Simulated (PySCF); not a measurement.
CHN, charge +1, doublet, geometry from GFN2-xTB (a state made from the parent by changing its charge; the spin is typed, not shown lowest); MP2/6-311G** in PySCF.

Input for PySCF:
```python
from pyscf import gto, scf, mp

mol = gto.M(
    atom='''
C    -0.00000000   -0.00000000   -0.48313248
N     0.00000000    0.00000000    0.64166810
H    -0.00000000   -0.00000000   -1.59288180
''',
    basis='6-311g**',
    charge=1,
    spin=1,
    verbose=4,
)

mf = scf.UHF(mol)
mf.kernel()

pt = mp.MP2(mf)
pt.kernel()
print('E(MP2) = %.10f' % pt.e_tot)
```

It wrote (shortened):

```
PySCF version 2.14.0

[INPUT] verbose = 4
[INPUT] num. atoms = 3
[INPUT] num. electrons = 13
[INPUT] charge = 1
[INPUT] spin (= nelec alpha-beta = 2S) = 1
[INPUT] symmetry False subgroup None
[INPUT] Mole.unit = angstrom
[INPUT] Symbol           X                Y                Z      unit          X                Y                Z       unit  Magmom
[INPUT]  1 C      0.000000000000   0.000000000000  -0.483132480000 AA    0.000000000000   0.000000000000  -0.912988069082 Bohr   0.0
[INPUT]  2 N      0.000000000000   0.000000000000   0.641668100000 AA    0.000000000000   0.000000000000   1.212576971870 Bohr   0.0
[INPUT]  3 H      0.000000000000   0.000000000000  -1.592881800000 AA    0.000000000000   0.000000000000  -3.010110350804 Bohr   0.0

nuclear repulsion = 24.2782274356841
number of shells = 20
number of NR pGTOs = 70
number of NR cGTOs = 42
basis = 6-311g**
ecp = {}

******** <class 'pyscf.scf.uhf.UHF'> ********
method = UHF
initial guess = minao
damping factor = 0
level_shift factor = 0
DIIS = <class 'pyscf.scf.diis.CDIIS'>
diis_start_cycle = 1
diis_space = 8
diis_damp = 0
SCF conv_tol = 1e-09
SCF conv_tol_grad = None
SCF max_cycles = 50
direct_scf = True
direct_scf_tol = 1e-13
number electrons alpha = 7  beta = 6
Set gradient conv threshold to 3.16228e-05
init E= -93.002658580911

cycle= 1 E= -92.3564075676631  delta_E= 0.646  |g|= 0.387  |ddm|= 0.98
cycle= 2 E= -92.4439694842202  delta_E= -0.0876  |g|= 0.113  |ddm|= 0.353
cycle= 3 E= -92.4488885739638  delta_E= -0.00492  |g|= 0.0301  |ddm|= 0.105
cycle= 4 E= -92.4494091850443  delta_E= -0.000521  |g|= 0.0139  |ddm|= 0.0307
cycle= 5 E= -92.4495184389798  delta_E= -0.000109  |g|= 0.00331  |ddm|= 0.012
cycle= 6 E= -92.4495391531862  delta_E= -2.07e-05  |g|= 0.00162  |ddm|= 0.00534
cycle= 7 E= -92.4495470738466  delta_E= -7.92e-06  |g|= 0.00104  |ddm|= 0.00289
cycle= 8 E= -92.4495521736297  delta_E= -5.1e-06  |g|= 0.000714  |ddm|= 0.00262
cycle= 9 E= -92.4495556269253  delta_E= -3.45e-06  |g|= 0.000454  |ddm|= 0.00274
cycle= 10 E= -92.4495574782131  delta_E= -1.85e-06  |g|= 0.000187  |ddm|= 0.00278
cycle= 11 E= -92.4495577216231  delta_E= -2.43e-07  |g|= 9.48e-05  |ddm|= 0.000955
cycle= 12 E= -92.4495577669876  delta_E= -4.54e-08  |g|= 2.6e-05  |ddm|= 0.000424
cycle= 13 E= -92.449557769042  delta_E= -2.05e-09  |g|= 3.43e-06  |ddm|= 8.5e-05
cycle= 14 E= -92.4495577690596  delta_E= -1.76e-11  |g|= 1.13e-06  |ddm|= 6.04e-06
Extra cycle  E= -92.4495577690604  delta_E= -7.96e-13  |g|= 5.6e-07  |ddm|= 1.22e-06
converged SCF energy = -92.4495577690604  <S^2> = 0.75408715  2S+1 = 2.004083

******** <class 'pyscf.mp.ump2.UMP2'> ********
nocc = (np.int64(7), np.int64(6)), nmo = (42, 42)
E(UMP2) = -92.7165595528157  E_corr = -0.267001783755256
E(SCS-UMP2) = -92.7194208188028  E_corr = -0.269863049742348
E_corr(same-spin) = -0.0583143354968769
E_corr(oppo-spin) = -0.208687448258379
E(MP2) = -92.7165595528
```
